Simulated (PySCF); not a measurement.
**Niobium: a sound run and one with changed settings**

Sound run: Nb⁺ [Kr] 4d4, Nb²⁺ [Kr] 4d3. Calculation: PySCF 2.14, in cc-pVDZ-PP with ECP28MDF (4s4p3d1f, 38 functions); a scalar-relativistic core potential. The sound run starts from symmetry-adapted Hartree-Fock orbitals and uses a fine grid where one is needed.

Changed run: 6 angular points. This setting is unsound on purpose.

```tsv
species	method	sound run (hartree)	changed run (hartree)	converged
Nb⁺	UHF	-55.92694	-55.92694	yes
Nb⁺	BP86	-56.44194	-57.48877	yes
Nb⁺	PBE	-56.38853	-57.41376	yes
Nb²⁺	UHF	-55.44574	-55.44574	yes
Nb²⁺	BP86	-55.90769	-55.51096	yes
Nb²⁺	PBE	-55.85595	-55.44407	yes
```

Ionisation energy of Nb⁺:

```
method  sound run (eV)  changed run (eV)
   UHF          13.094            13.094
```

A coarse angular grid integrates products of high-l functions wrongly, so density functionals can shift, and the SCF can exploit the error; Hartree-Fock and MP2 need no grid.

For comparison, NIST gives 14.32 eV between the lowest levels.
